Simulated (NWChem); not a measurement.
System: SiH2I cation

```xyz
4

Si     0.0000     0.0000     1.7562
I      0.0000     0.0000    -0.5576
H      0.0000     1.2893     2.4830
H      0.0000    -1.2893     2.4830
```
Atoms are numbered in this order, from 1.

All runs: NWChem. All runs use the structure optimised with PBE0/def2-SVP. def2 effective core potentials on I; no spin-orbit coupling. Level M06-2X/def2-SVP: energy and gradient on several grids; changes count from the extra-fine grid, which is no exact limit either.

| grid | size of the energy change (μHa) | largest change of a gradient component (μHa/bohr) |
|---|---|---|
| xcoarse | 700 | 1000 |
| coarse | 20 | 700 |
| medium | 20 | 80 |
| fine | < 10 | 70 |
| xfine | < 10 | < 30 |
